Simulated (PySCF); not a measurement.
Structure with atom numbers: `[CH3:1][Si@H:2]([PH2:3])[C:4]#[C:5][SiH3:6]`. Each H is labelled by its parent atom.

Single conformer, averaged over atoms made equivalent by symmetry, fast rotation or ring inversion, no solvent, no relativistic terms. GFN2-xTB structure; NMR shieldings at PBE0/pcSseg-1/GIAO; PySCF 2.14.0 with density-fitted response routines.

Question: Predict the 2D correlation tables (HSQC, COSY, HMBC).

Answer: 

HSQC (one-bond C–H):
| δH | δC |
| --- | --- |
| 0.44 (H(C1)) | 1.6 (C1) |

COSY cross peaks (H two or three bonds apart, from the bond graph; peaks can be absent where the dihedral angle is near 90°):
| δH | δH |
| --- | --- |
| 5.08 (H(Si2)) | 1.40 (H(P3)) |
| 5.08 (H(Si2)) | 0.44 (H(C1)) |

HMBC (two and three bonds, from the bond graph):
| δH | δC |
| --- | --- |
| 5.08 (H(Si2)) | 121.7 (C4), 114.5 (C5), 1.6 (C1) |
| 4.24 (H(Si6)) | 121.7 (C4), 114.5 (C5) |
| 1.40 (H(P3)) | 121.7 (C4), 1.6 (C1) |
| 0.44 (H(C1)) | 121.7 (C4) |

Scale: ¹H (31.72 ppm), ¹³C (186.93 ppm) vs TMS (reference shieldings calculated alike).

Shifts are as computed. Against solution values, carbons near 30 ppm lie about +3 ppm off and those near 130 ppm about +5 ppm. Of 1211 compounds with measured shifts, 218 miss one by over three times the rms of a fit or turn the order of signals round; such compounds aren't used in these exercises.
